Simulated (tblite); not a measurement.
Species: C3H9B2N.
Bonds: B1–N2, N2–B3, B3–C4, C4–C5 (double), C4–C6. Hydrogens: H7, H8 on B1; H9 on N2; H10 on B3; H11, H12 on C5; H13, H14, H15 on C6.

Computed with GFN2-xTB (tblite), gas phase: L-BFGS steps from a force-field or distance-geometry start until the largest atomic force falls under 0.01 eV/Å.

Step 26: E = -446.6897 eV
```
atom  x, y, z in Å  |  force x, y, z in eV/Å
B1      2.9309    0.2342    0.1206    0.021   0.000  -0.125
N2      1.5353    0.4043    0.1221   -0.010   0.075  -0.029
B3      0.5352   -0.3539   -0.5252   -0.037  -0.027   0.059
C4     -0.9743   -0.2635   -0.0848   -0.114  -0.004  -0.099
C5     -1.4543   -1.2394    0.6772   -0.009   0.002  -0.004
C6     -1.8975    0.8398   -0.5364   -0.016   0.000   0.003
H7      3.3997   -0.6408   -0.4976   -0.014   0.022  -0.007
H8      3.5952    0.9797    0.7334    0.019  -0.018   0.035
H9      1.1943    1.1436    0.7196   -0.069   0.058   0.119
H10     0.8475   -1.1448   -1.3281    0.088  -0.022  -0.046
H11    -0.8195   -2.0373    1.0226   -0.022  -0.076   0.015
H12    -2.4870   -1.2818    0.9861   -0.013   0.021   0.079
H13    -1.6378    1.7898   -0.0645    0.072  -0.062  -0.037
H14    -2.9265    0.5987   -0.2668    0.041   0.053  -0.025
H15    -1.8458    0.9794   -1.6169    0.062  -0.024   0.060
```

Step 27: E = -446.6924 eV
```
atom  x, y, z in Å  |  force x, y, z in eV/Å
B1      2.9281    0.2365    0.1152   -0.012   0.052  -0.036
N2      1.5309    0.4050    0.1227    0.037   0.039  -0.062
B3      0.5333   -0.3595   -0.5241    0.023   0.048   0.066
C4     -0.9766   -0.2668   -0.0893   -0.090   0.031  -0.081
C5     -1.4531   -1.2406    0.6773   -0.029   0.013  -0.008
C6     -1.8970    0.8414   -0.5377   -0.020  -0.002   0.000
H7      3.4001   -0.6324   -0.5046   -0.007  -0.022  -0.052
H8      3.5941    0.9730    0.7398   -0.007  -0.020   0.008
H9      1.1939    1.1443    0.7221   -0.091   0.047   0.113
H10     0.8551   -1.1496   -1.3229    0.075  -0.040  -0.051
H11    -0.8202   -2.0396    1.0232   -0.010  -0.073   0.005
H12    -2.4835   -1.2787    0.9904   -0.056   0.012   0.093
H13    -1.6364    1.7923   -0.0641    0.073  -0.119  -0.065
H14    -2.9267    0.6022   -0.2671    0.052   0.054  -0.029
H15    -1.8464    0.9805   -1.6196    0.062  -0.019   0.101
```

**Question.** Estimate the geometry and energy of step 28. (The exact step hangs on the optimiser's Hessian estimate; all steps are aligned on step 27, rigid shifts and turns removed.)

**Answer.** E = -446.6958 eV, largest force 0.174 eV/Å
```
atom  x, y, z in Å  |  force x, y, z in eV/Å
B1      2.9251    0.2405    0.1094   -0.058   0.025  -0.001
N2      1.5262    0.4057    0.1231    0.052   0.073  -0.036
B3      0.5316   -0.3656   -0.5211    0.083   0.037  -0.019
C4     -0.9808   -0.2709   -0.0975   -0.019   0.044  -0.023
C5     -1.4518   -1.2411    0.6770   -0.055   0.003   0.000
C6     -1.8968    0.8433   -0.5397   -0.012  -0.018  -0.005
H7      3.4005   -0.6188   -0.5205   -0.018  -0.024  -0.064
H8      3.5897    0.9617    0.7510    0.004   0.015   0.006
H9      1.1900    1.1449    0.7256   -0.078  -0.006   0.073
H10     0.8687   -1.1601   -1.3135    0.028  -0.007  -0.006
H11    -0.8210   -2.0429    1.0230   -0.013  -0.039  -0.021
H12    -2.4792   -1.2736    0.9990   -0.083   0.003   0.094
H13    -1.6333    1.7934   -0.0655    0.087  -0.136  -0.064
H14    -2.9262    0.6082   -0.2679    0.023   0.042  -0.022
H15    -1.8474    0.9832   -1.6211    0.060  -0.013   0.088
```

The energy changes by -0.0034 eV. The first-order estimate −F·Δx gives -0.0048 eV and the mean of the old and new forces, exact on a quadratic surface, -0.0034 eV. The step makes an angle of 71° with the force vector and moves no atom by more than 0.021 Å.

The cost below is that of the whole relaxation. The run took 4.1 s wall, 2.3 s CPU on one thread of an Intel Xeon at 2.50 GHz, shared host.
